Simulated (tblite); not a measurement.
Compound: C₆H₁₄Si.
Atom-mapped SMILES: `[CH3:1][C@@H:2]1[CH2:3][CH2:4][C@H:5]1[CH2:6][SiH3:7]` (hydrogens: H8, H9, H10 on C1; H11 on C2; H12, H13 on C3; H14, H15 on C4; H16 on C5; H17, H18 on C6; H19, H20, H21 on Si7)

The geometry is computed with GFN2-xTB (gas phase).

Problem. List the bond lengths, angles and torsions at this level.

Solution. 
| bond | length (pm) | order |
| --- | --- | --- |
| C1–C2 | 151.7 | single |
| C2–C3 | 154.0 | single |
| C3–C4 | 153.5 | single |
| C4–C5 | 154.2 | single |
| C5–C6 | 151.9 | single |
| C6–Si7 | 190.2 | single |
| C2–C5 | 154.3 | single |
| C1–H8, C1–H9, C1–H10 | 108.8 | single |
| C2–H11 | 109.2 | single |
| C3–H12 | 108.9 | single |
| C3–H13 | 108.8 | single |
| C4–H14 | 108.9 | single |
| C4–H15 | 108.9 | single |
| C5–H16 | 109.3 | single |
| C6–H17 | 109.3 | single |
| C6–H18 | 109.3 | single |
| Si7–H19, Si7–H20, Si7–H21 | 146.5 | single |

Bonds in one row agree within 1 pm and their mean is given. Orders are formal, as drawn. A selection of angles:
| angle | degrees |
| --- | --- |
| C2–C1–H8 | 110.5 |
| C2–C1–H9 | 110.4 |
| H8–C1–H9 | 108.6 |
| H8–C1–H10 | 108.4 |
| C1–C2–C3 | 116.7 |
| C1–C2–C5 | 116.8 |
| C1–C2–H11 | 109.8 |
| C3–C2–C5 | 89.4 |
| C3–C2–H11 | 111.7 |
| C5–C2–H11 | 111.2 |
| C2–C3–C4 | 89.7 |
| C2–C3–H12 | 112.4 |
| C2–C3–H13 | 116.2 |
| C4–C3–H12 | 112.8 |
| C4–C3–H13 | 116.0 |
| H12–C3–H13 | 108.9 |
| C3–C4–C5 | 89.6 |
| C3–C4–H14 | 112.9 |
| C3–C4–H15 | 116.1 |
| C5–C4–H14 | 112.4 |
| C5–C4–H15 | 116.1 |
| H14–C4–H15 | 108.8 |
| C4–C5–C6 | 116.9 |
| C4–C5–H16 | 111.4 |
| C6–C5–H16 | 109.6 |
| C2–C5–C4 | 89.3 |
| C2–C5–C6 | 117.3 |
| C2–C5–H16 | 111.0 |
| C5–C6–Si7 | 113.7 |
| C5–C6–H17 | 108.5 |
| C5–C6–H18 | 108.9 |
| Si7–C6–H17 | 109.4 |
| Si7–C6–H18 | 109.7 |
| H17–C6–H18 | 106.3 |
| C6–Si7–H19 | 110.5 |
| H19–Si7–H20 | 109.4 |

Torsions: C1–C2–C3–C4 -131° (anticlinal); C2–C3–C4–C5 11° (synperiplanar); C3–C4–C5–C6 -131° (anticlinal); C4–C5–C6–Si7 172° (antiperiplanar); C1–C2–C5–C4 130° (anticlinal).

Of the pairs four or more bonds apart, Si7···H9 is among the closest relative to their van der Waals radii: 3.28 Å, 99 % of the sum of Bondi's values. The 6 C–C bonds span 1.517 Å (C1–C2, drawn single) to 1.543 Å (C2–C5, drawn single), a spread of 0.026 Å. The 4-membered ring C2–C3–C4–C5 has internal angles of 89.3° to 89.7° (sum 358°, against 360° for a flat polygon); it is puckered, 0.07 Å rms from its mean plane, widest ring torsion 11°. Si7 (SiH3 silicon) is tetrahedral (angles from 108.7° to 110.5°).

Point group: C1 (no symmetry element, even within 0.4 Å). Its GFN2-xTB frequencies are all real (lowest 68 cm⁻¹). The numbers are those of one conformer. 3 starts were optimised and ended at 0.00, 0.29 and 0.29 kcal/mol (GFN2-xTB); the lowest of these is shown.
